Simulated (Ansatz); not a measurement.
Cost and result for the atomization energy of `N#[As]` (2 atoms, 1 bond).

The species carries charge 0 and has multiplicity 1. Correlated methods include outer-core shells of As, which these sets cover unevenly. Scalar relativity is left out up to krypton. The geometry is a stationary point of PBE0-D4/def2-TZVP. Program: Ansatz. All runs use 2 threads of an AMD EPYC 7R13 on a shared host. Times are those of one run each, without the atoms' runs, and a repeat can differ threefold. Electronic energies, without spin–orbit coupling; frozen cores. CCSD(T)/CBS adds CCSD(T) − MP2 in def2-TZVPP to the MP2 limit, and its time is that of the two runs behind it. T1 = 0.017; the RHF reference is unstable towards UHF. With those shells the extrapolation isn't a true limit. B3LYP takes the VWN-RPA correlation (the form of Gaussian; ORCA's B3LYP/G). HSE06 is the plane-wave form, built on full-range PBE exchange.

CCSD(T)/CBS is a level of theory with its own doubt, some kJ/mol a heavy atom from the limit and from the frozen cores, so smaller differences don't rank the functionals.

```tsv
level	functions	wall time	atomization (kJ/mol)	difference from CCSD(T)/CBS	per bond
BLYP-D4/def2-TZVPP	79	0.46 s	541.9	52.9	52.8
revPBE-D4/def2-TZVPP	79	0.56 s	502.8	13.8	13.7
PBE-D4/def2-TZVPP (with forces)	79	0.76 s	532.8	43.8	43.8
CCSD(T)/def2-SVP	46	0.76 s	393.8	-95.2	-95.2
B3LYP-D4/def2-TZVPP (with forces)	79	0.81 s	482.5	-6.5	-6.5
CAM-B3LYP-D4/def2-TZVPP	79	0.81 s	461.4	-27.6	-27.7
HSE06-D4/def2-TZVPP	79	0.91 s	445.9	-43.1	-43.1
PBE-QIDH/def2-TZVPP	79	1.3 s	438.0	-51.0	-51.0
B2PLYP/def2-TZVPP	79	1.9 s	496.0	7.0	6.9
ωB97M-V/def2-TZVPP (with forces)	79	2.1 s	459.7	-29.3	-29.3
CCSD(T)/def2-TZVPP	79	2.3 s	444.3	-44.7	-44.7
CCSD(T)/def2-QZVPP	146	8.5 s	470.7	-18.3	-18.3
CCSD(T)/CBS(def2)	–	11 s	489.0	0.0	0.0
```

From BLYP to BHLYP (50 % exact exchange), in def2-TZVPP and without D4, the atomization energy moves by −159.5 kJ/mol: exact exchange takes away binding that semilocal exchange gives to molecules. The D4 term adds +4.1 kJ/mol with B3LYP and +2.0 kJ/mol with PBE0; it sums over pairs of atoms, weighted by their polarisabilities, and B3LYP, whose exchange is more repulsive, gets the larger term. In def2-TZVPP, CCSD(T) changes the Hartree–Fock value by +439.8 kJ/mol (the triples alone add +50.7 kJ/mol) and MP2 by +500.6 kJ/mol; breaking electron pairs costs correlation energy, which Hartree–Fock lacks.
